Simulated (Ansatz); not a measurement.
C₂H₄ClFOSi (`F[Si]1(Cl)CCO1`), relaxed with RKS PBE0-D4/def2-TZVP in the Gaussian-basis code of Ansatz from a PBE-D4/def2-SVP geometry. The force threshold is 0.005 eV/Å; the program also tests the step.

The species carries charge 0 and has multiplicity 1.

Start:

```xyz
10

F     0.460    0.009    2.484
Si   -0.344    0.322    1.103
Cl   -1.791    1.700    1.598
C     0.648    0.499   -0.474
C    -0.081   -0.826   -0.840
O    -0.918   -1.064    0.341
H     1.747    0.417   -0.376
H     0.394    1.362   -1.118
H     0.612   -1.682   -0.979
H    -0.726   -0.737   -1.739
```

```csv
step,energy (eV),largest force (eV/Å),largest move (Å)
1,-27296.4463,1.079,0.000
2,-27296.5254,0.675,0.038
3,-27296.5500,0.083,0.032
4,-27296.5503,0.022,0.003
5,-27296.5504,0.008,0.004
6,-27296.5505,0.013,0.008
7,-27296.5506,0.005,0.008
8,-27296.5506,0.004,0.005
```

End:

```xyz
10

F     0.443    0.032    2.440
Si   -0.336    0.305    1.090
Cl   -1.778    1.656    1.556
C     0.649    0.499   -0.464
C    -0.080   -0.813   -0.834
O    -0.885   -1.057    0.359
H     1.729    0.400   -0.366
H     0.409    1.347   -1.102
H     0.593   -1.657   -0.986
H    -0.743   -0.710   -1.694
```

Hardware: 4 threads of an AMD EPYC 9R45 on a shared host. Wall time 14 s, peak host memory 0.7 GiB.
